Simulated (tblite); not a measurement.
Record of a relaxation.

Species: C₆H₆F₃O (charge +1).
SMILES with atom numbers: `[F:1][C+:2]1[CH2:3][CH2:4][CH:5]=[C:6]1[O:7][CH:8]([F:9])[F:10]` (hydrogens: H11, H12 on C3; H13, H14 on C4; H15 on C5; H16 on C8)
Bond orders are those of one Lewis drawing.

Computed with GFN2-xTB (tblite), gas phase: L-BFGS steps from a force-field or distance-geometry start until the largest atomic force falls under 0.01 eV/Å. 11 of its 114 geometries are shown.

Step 0: E = -914.7782 eV, largest atomic force 4.392 eV/Å
```
atom  x, y, z in Å  |  force x, y, z in eV/Å
F1     -0.090   -2.410    0.101   -1.327   2.983   0.477
C2     -0.560   -1.135    0.215    1.532  -1.320   1.202
C3     -1.952   -0.643    0.257   -0.079  -1.775  -1.382
C4     -1.782    0.639   -0.572    0.440   0.743   1.065
C5     -0.444    1.078   -0.089   -1.776   2.519  -1.268
C6      0.263    0.058    0.357    3.351  -2.757   0.675
O7      1.562    0.187    0.858   -0.634  -0.217  -0.601
C8      2.743    0.014    0.114    0.929   0.497   0.750
F9      3.816    0.220    0.985   -2.054  -0.106  -1.416
F10     2.842    0.924   -0.912   -0.274  -0.950   1.206
H11    -2.260   -0.396    1.297    0.119  -0.181  -0.527
H12    -2.673   -1.346   -0.197    0.089   0.088   0.367
H13    -1.633    0.372   -1.627   -0.516   0.216   0.079
H14    -2.578    1.367   -0.419    0.049   0.059  -0.265
H15    -0.091    2.100   -0.118    0.019   0.019  -0.095
H16     2.831   -1.020   -0.262    0.132   0.182  -0.267
```

Step 11: E = -915.8000 eV, largest atomic force 0.540 eV/Å
```
atom  x, y, z in Å  |  force x, y, z in eV/Å
F1     -0.101   -2.289    0.504    0.006   0.098   0.053
C2     -0.494   -1.079    0.293   -0.182   0.063   0.504
C3     -1.884   -0.700    0.115   -0.152   0.036  -0.042
C4     -1.770    0.709   -0.514    0.023  -0.169   0.070
C5     -0.409    1.145   -0.146   -0.137   0.041  -0.156
C6      0.327    0.066    0.325    0.281   0.037  -0.238
O7      1.556    0.030    0.863    0.034   0.047   0.076
C8      2.728   -0.052    0.115   -0.242   0.023   0.026
F9      3.687    0.221    0.968    0.287   0.101  -0.085
F10     2.697    0.862   -0.863    0.066   0.221  -0.068
H11    -2.287   -0.559    1.137   -0.104  -0.075  -0.151
H12    -2.496   -1.490   -0.328   -0.101   0.273  -0.280
H13    -1.832    0.569   -1.606    0.038   0.166   0.071
H14    -2.567    1.435   -0.289    0.260  -0.221   0.148
H15    -0.053    2.177   -0.230   -0.100  -0.498   0.024
H16     2.891   -1.037   -0.353    0.024  -0.143   0.046
```

Step 23: E = -916.0591 eV, largest atomic force 0.230 eV/Å
```
atom  x, y, z in Å  |  force x, y, z in eV/Å
F1     -0.209   -2.207    0.993   -0.072  -0.018  -0.057
C2     -0.533   -1.070    0.480   -0.127   0.083   0.012
C3     -1.883   -0.726    0.038   -0.041  -0.023   0.075
C4     -1.732    0.699   -0.477   -0.027   0.021   0.012
C5     -0.348    1.075   -0.205    0.080  -0.148  -0.057
C6      0.358    0.021    0.356   -0.134  -0.023   0.108
O7      1.595   -0.013    0.887    0.034   0.046  -0.160
C8      2.730   -0.020    0.080    0.131  -0.019  -0.085
F9      3.752    0.296    0.849   -0.054   0.074   0.028
F10     2.629    0.897   -0.899   -0.147   0.024   0.100
H11    -2.568   -0.774    0.898    0.010  -0.012   0.041
H12    -2.348   -1.417   -0.675    0.211  -0.087  -0.029
H13    -1.978    0.802   -1.542    0.046  -0.002  -0.012
H14    -2.426    1.390    0.013   -0.023   0.127   0.018
H15     0.037    2.061   -0.418    0.135  -0.020   0.018
H16     2.916   -1.005   -0.389   -0.022  -0.024  -0.013
```

Step 34: E = -916.1174 eV, largest atomic force 0.162 eV/Å
```
atom  x, y, z in Å  |  force x, y, z in eV/Å
F1     -0.341   -2.179    1.185   -0.048   0.034  -0.009
C2     -0.594   -1.056    0.603    0.032  -0.031  -0.005
C3     -1.897   -0.715    0.043    0.036  -0.037  -0.021
C4     -1.708    0.715   -0.450    0.001   0.025   0.007
C5     -0.297    1.019   -0.230    0.063  -0.061  -0.016
C6      0.353   -0.031    0.402    0.007   0.044   0.097
O7      1.605   -0.119    0.885    0.053  -0.015  -0.152
C8      2.714    0.008    0.044   -0.042  -0.045  -0.012
F9      3.728    0.396    0.789   -0.033   0.068   0.014
F10     2.495    0.936   -0.905   -0.074  -0.037   0.110
H11    -2.723   -0.876    0.745    0.005   0.072   0.020
H12    -2.112   -1.400   -0.787   -0.099  -0.064  -0.047
H13    -2.029    0.893   -1.482    0.075  -0.074  -0.044
H14    -2.323    1.423    0.119   -0.043   0.084   0.083
H15     0.167    1.950   -0.522    0.013  -0.017   0.007
H16     2.955   -0.954   -0.448    0.055   0.054  -0.032
```

Step 45: E = -916.1846 eV, largest atomic force 0.279 eV/Å
```
atom  x, y, z in Å  |  force x, y, z in eV/Å
F1     -0.402   -2.288    1.065   -0.103  -0.007   0.084
C2     -0.640   -1.116    0.586    0.193   0.018  -0.104
C3     -1.942   -0.690    0.085    0.133   0.124   0.009
C4     -1.653    0.709   -0.462   -0.092   0.048   0.015
C5     -0.243    0.980   -0.170   -0.134  -0.121  -0.194
C6      0.355   -0.129    0.413    0.082   0.128   0.029
O7      1.618   -0.336    0.818    0.068  -0.100  -0.157
C8      2.707    0.052    0.030   -0.006  -0.004   0.039
F9      3.627    0.574    0.822   -0.088   0.002   0.029
F10     2.344    0.992   -0.857    0.060  -0.067  -0.029
H11    -2.705   -0.696    0.877    0.034  -0.003  -0.082
H12    -2.313   -1.401   -0.669   -0.035   0.078   0.064
H13    -1.832    0.781   -1.545   -0.013  -0.002   0.061
H14    -2.301    1.485   -0.037   -0.002   0.005   0.006
H15     0.242    1.911   -0.452   -0.083  -0.219   0.152
H16     3.129   -0.818   -0.514   -0.016   0.122   0.078
```

Step 56: E = -916.2698 eV, largest atomic force 0.434 eV/Å
```
atom  x, y, z in Å  |  force x, y, z in eV/Å
F1     -0.589   -2.290    1.204    0.142  -0.101  -0.179
C2     -0.681   -1.186    0.545    0.005   0.081   0.132
C3     -1.966   -0.656    0.101   -0.123  -0.093   0.076
C4     -1.621    0.712   -0.464   -0.056  -0.041   0.083
C5     -0.197    0.879   -0.186    0.070   0.039  -0.072
C6      0.379   -0.288    0.294    0.111   0.010   0.034
O7      1.656   -0.639    0.514    0.289   0.188  -0.193
C8      2.729    0.092   -0.005    0.114   0.048   0.105
F9      3.321    0.808    0.959   -0.255  -0.292  -0.066
F10     2.317    0.982   -0.916    0.000  -0.067  -0.214
H11    -2.642   -0.580    0.962   -0.140  -0.018  -0.027
H12    -2.471   -1.336   -0.601    0.022   0.041   0.092
H13    -1.789    0.756   -1.548    0.002   0.096  -0.041
H14    -2.231    1.524   -0.058    0.016   0.014   0.021
H15     0.310    1.821   -0.330    0.041  -0.005  -0.099
H16     3.467   -0.590   -0.484   -0.239   0.099   0.348
```

Step 68: E = -916.4351 eV, largest atomic force 0.275 eV/Å
```
atom  x, y, z in Å  |  force x, y, z in eV/Å
F1     -0.497   -2.328    1.119   -0.128   0.018  -0.120
C2     -0.672   -1.189    0.540    0.029   0.032  -0.005
C3     -1.983   -0.630    0.199    0.074   0.080  -0.092
C4     -1.643    0.750   -0.361    0.116   0.025  -0.110
C5     -0.185    0.851   -0.270    0.144  -0.119  -0.068
C6      0.385   -0.340    0.145    0.078  -0.065  -0.040
O7      1.666   -0.773    0.156    0.064   0.141   0.119
C8      2.733    0.088   -0.005   -0.079   0.106   0.041
F9      2.794    0.933    1.039   -0.029  -0.098  -0.215
F10     2.595    0.851   -1.105   -0.143  -0.087   0.131
H11    -2.721   -0.603    1.011    0.201  -0.028   0.075
H12    -2.451   -1.289   -0.548   -0.050   0.000  -0.012
H13    -1.912    0.862   -1.427   -0.035  -0.046   0.132
H14    -2.164    1.586    0.116    0.013  -0.077   0.129
H15     0.377    1.734   -0.526   -0.025   0.111  -0.116
H16     3.668   -0.496   -0.094   -0.230   0.009   0.151
```

Step 79: E = -916.5354 eV, largest atomic force 0.246 eV/Å
```
atom  x, y, z in Å  |  force x, y, z in eV/Å
F1     -0.526   -2.447    0.865    0.014   0.009  -0.018
C2     -0.663   -1.247    0.417    0.105   0.024  -0.011
C3     -1.960   -0.615    0.214    0.078   0.118  -0.002
C4     -1.609    0.757   -0.342    0.098   0.141  -0.066
C5     -0.143    0.808   -0.352   -0.068   0.059  -0.103
C6      0.403   -0.389    0.073   -0.019  -0.053   0.065
O7      1.683   -0.796    0.182   -0.025  -0.080   0.091
C8      2.695    0.119    0.060    0.028   0.096  -0.054
F9      2.556    1.093    0.975   -0.003  -0.054  -0.048
F10     2.639    0.727   -1.137    0.029   0.002  -0.008
H11    -2.516   -0.567    1.156   -0.083   0.012   0.114
H12    -2.604   -1.196   -0.445   -0.125  -0.168  -0.129
H13    -1.964    0.900   -1.374   -0.061   0.017   0.098
H14    -2.057    1.589    0.219    0.086  -0.066  -0.053
H15     0.403    1.675   -0.707   -0.008  -0.106   0.113
H16     3.656   -0.401    0.183   -0.045   0.051   0.011
```

Step 90: E = -916.5483 eV, largest atomic force 0.034 eV/Å
```
atom  x, y, z in Å  |  force x, y, z in eV/Å
F1     -0.541   -2.454    0.877    0.002  -0.004  -0.002
C2     -0.666   -1.256    0.419   -0.013   0.013   0.008
C3     -1.960   -0.614    0.204   -0.002   0.005  -0.013
C4     -1.592    0.761   -0.340   -0.007  -0.013  -0.001
C5     -0.131    0.780   -0.384    0.016  -0.007   0.021
C6      0.406   -0.411    0.073   -0.002   0.005   0.013
O7      1.688   -0.803    0.210    0.004  -0.011   0.007
C8      2.681    0.134    0.061    0.007  -0.028  -0.018
F9      2.502    1.138    0.932   -0.006   0.018  -0.007
F10     2.637    0.687   -1.160    0.001  -0.004  -0.025
H11    -2.540   -0.573    1.136    0.000  -0.008  -0.003
H12    -2.592   -1.200   -0.476    0.005   0.003   0.004
H13    -2.018    0.957   -1.331    0.008   0.012  -0.020
H14    -1.968    1.588    0.276   -0.014  -0.004   0.010
H15     0.436    1.630   -0.734   -0.009   0.017   0.012
H16     3.651   -0.355    0.225    0.008   0.005   0.013
```

Step 102: E = -916.5535 eV, largest atomic force 0.080 eV/Å
```
atom  x, y, z in Å  |  force x, y, z in eV/Å
F1     -0.550   -2.457    0.887   -0.006   0.020  -0.016
C2     -0.671   -1.257    0.431    0.030   0.002   0.004
C3     -1.961   -0.622    0.178    0.006   0.002   0.029
C4     -1.585    0.765   -0.325   -0.026   0.013  -0.007
C5     -0.125    0.792   -0.332   -0.020  -0.019  -0.003
C6      0.405   -0.403    0.121    0.031  -0.043  -0.007
O7      1.686   -0.790    0.275    0.039  -0.018   0.005
C8      2.678    0.131    0.041   -0.024  -0.027  -0.022
F9      2.494    1.211    0.814    0.034   0.054   0.048
F10     2.629    0.572   -1.225   -0.016  -0.022  -0.021
H11    -2.579   -0.600    1.085   -0.013  -0.022   0.030
H12    -2.560   -1.204   -0.534   -0.008  -0.003  -0.037
H13    -1.980    0.996   -1.321   -0.035  -0.017  -0.028
H14    -1.985    1.564    0.310    0.001   0.043  -0.002
H15     0.444    1.647   -0.663    0.017   0.041   0.014
H16     3.652   -0.335    0.246   -0.009  -0.004   0.014
```

Step 113: E = -916.5562 eV, largest atomic force 0.008 eV/Å
```
atom  x, y, z in Å  |  force x, y, z in eV/Å
F1     -0.549   -2.459    0.876   -0.003   0.003  -0.005
C2     -0.670   -1.255    0.434    0.001  -0.002  -0.002
C3     -1.962   -0.626    0.169    0.002   0.001   0.002
C4     -1.588    0.766   -0.325    0.001  -0.001   0.003
C5     -0.127    0.806   -0.295    0.001   0.000  -0.003
C6      0.405   -0.391    0.151   -0.001   0.000  -0.004
O7      1.685   -0.773    0.323   -0.001  -0.001   0.004
C8      2.680    0.127    0.032    0.005   0.001   0.000
F9      2.536    1.239    0.769    0.008   0.000   0.001
F10     2.598    0.518   -1.250    0.001  -0.004   0.003
H11    -2.590   -0.617    1.069   -0.006   0.002   0.002
H12    -2.546   -1.206   -0.557   -0.001  -0.007   0.001
H13    -1.961    0.979   -1.335   -0.001   0.004   0.001
H14    -2.011    1.571    0.289   -0.006   0.002   0.002
H15     0.441    1.676   -0.591   -0.004  -0.003  -0.004
H16     3.651   -0.346    0.230    0.007   0.004   0.000
```

Q: Summarise the path.

A: The energy falls by 1.7780 eV from step 0 to step 113; nine tenths of that is first reached at step 64. It falls at every step. The largest force goes from 4.392 to 0.008 eV/Å. Among the bonds F1–C2 changes most, from 1.364 to 1.289 Å; the atoms move by 0.774 Å rms after alignment.

The cost below is that of the whole relaxation. Hardware: Intel Xeon Platinum 8375C at 2.90 GHz, one thread, no GPU, on a shared host. Cost: 0.88 s wall.
